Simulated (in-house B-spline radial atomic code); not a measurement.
Orbital energies and mean radii along the 48-electron series, configuration [Kr] 4d10 4f2. The effective charge is n√(-2ε), a non-relativistic measure. Computed with a B-spline radial code for spherical atoms: Dirac-Hartree-Fock, average of the configuration, finite nuclei.

| ion | Z | energy of 4p1/2 (Eh) | mean radius of 4p1/2 (bohr) | energy of 4p3/2 (Eh) | mean radius of 4p3/2 (bohr) | energy of 4d3/2 (Eh) | mean radius of 4d3/2 (bohr) | energy of 4f7/2 (Eh) | mean radius of 4f7/2 (bohr) | effective charge of 4p1/2 |
| --- | --- | --- | --- | --- | --- | --- | --- | --- | --- | --- |
| Eu15+ | 63 | -22.71 | 0.56571 | -21.539 | 0.58971 | -16.84 | 0.6123 | -11.368 | 0.66075 | 26.958 |
| Gd16+ | 64 | ? | ? | ? | ? | ? | ? | ? | ? | ? |
| Tb17+ | 65 | -26.623 | 0.53555 | -25.217 | 0.55948 | -20.185 | 0.57545 | -14.235 | 0.60449 | 29.188 |
| Dy18+ | 66 | -28.694 | 0.52155 | -27.158 | 0.54548 | -21.959 | 0.55868 | -15.769 | 0.58051 | 30.302 |
| Ho19+ | 67 | ? | ? | ? | ? | ? | ? | ? | ? | ? |
| Er20+ | 68 | -33.067 | 0.49546 | -31.242 | 0.51943 | -25.708 | 0.52799 | -19.034 | 0.53877 | 32.529 |
| Tm21+ | 69 | -35.37 | 0.48329 | -33.385 | 0.5073 | -27.682 | 0.5139 | -20.764 | 0.52044 | 33.643 |
| Yb22+ | 70 | -37.752 | 0.47164 | -35.596 | 0.49571 | -29.724 | 0.50056 | -22.56 | 0.5035 | 34.757 |
| Lu23+ | 71 | -40.211 | 0.46049 | -37.874 | 0.48462 | -31.832 | 0.4879 | -24.42 | 0.48779 | 35.871 |
| Hf24+ | 72 | -42.75 | 0.44979 | -40.219 | 0.47402 | -34.008 | 0.47587 | -26.344 | 0.47316 | 36.986 |
| Ta25+ | 73 | -45.368 | 0.43953 | -42.631 | 0.46385 | -36.25 | 0.46443 | -28.333 | 0.4595 | 38.102 |
| W26+ | 74 | ? | ? | ? | ? | ? | ? | ? | ? | ? |
| Re27+ | 75 | -50.847 | 0.4202 | -47.656 | 0.44475 | -40.934 | 0.44312 | -32.501 | 0.43466 | 40.337 |
| Os28+ | 76 | -53.708 | 0.41109 | -50.27 | 0.43576 | -43.376 | 0.43319 | -34.681 | 0.42334 | 41.457 |
| Ir29+ | 77 | -56.653 | 0.40231 | -52.951 | 0.42711 | -45.885 | 0.42369 | -36.924 | 0.41264 | 42.578 |
| Pt30+ | 78 | -59.68 | 0.39384 | -55.699 | 0.41879 | -48.461 | 0.41459 | -39.23 | 0.40253 | 43.701 |
| Au31+ | 79 | -62.792 | 0.38568 | -58.515 | 0.41078 | -51.104 | 0.40587 | -41.599 | 0.39295 | 44.826 |
| Hg32+ | 80 | -65.989 | 0.3778 | -61.399 | 0.40307 | -53.814 | 0.39751 | -44.032 | 0.38385 | 45.953 |
| Tl33+ | 81 | -69.272 | 0.37018 | -64.35 | 0.39562 | -56.591 | 0.38947 | -46.527 | 0.3752 | 47.082 |

Question: Fill in the row of Gd16+.

Answer: energy of 4p1/2 (Eh): -24.628; mean radius of 4p1/2 (bohr): 0.55026; energy of 4p3/2 (Eh): -23.344; mean radius of 4p3/2 (bohr): 0.57421; energy of 4d3/2 (Eh): -18.479; mean radius of 4d3/2 (bohr): 0.59328; energy of 4f7/2 (Eh): -12.768; mean radius of 4f7/2 (bohr): 0.63106; effective charge of 4p1/2: 28.073.

Question: Fill in the row of Ho19+.

Answer: energy of 4p1/2 (Eh): -30.842; mean radius of 4p1/2 (bohr): 0.5082; energy of 4p3/2 (Eh): -29.166; mean radius of 4p3/2 (bohr): 0.53214; energy of 4d3/2 (Eh): -23.8; mean radius of 4d3/2 (bohr): 0.54289; energy of 4f7/2 (Eh): -17.368; mean radius of 4f7/2 (bohr): 0.55871; effective charge of 4p1/2: 31.416.

Question: Fill in the row of W26+.

Answer: energy of 4p1/2 (Eh): -48.067; mean radius of 4p1/2 (bohr): 0.42968; energy of 4p3/2 (Eh): -45.11; mean radius of 4p3/2 (bohr): 0.4541; energy of 4d3/2 (Eh): -38.558; mean radius of 4d3/2 (bohr): 0.45353; energy of 4f7/2 (Eh): -30.385; mean radius of 4f7/2 (bohr): 0.44669; effective charge of 4p1/2: 39.219.

Question: How does the screening of 4p1/2 change?

Answer: Z less the effective charge goes from 36.04 at Z = 63 to 33.92 at Z = 81.
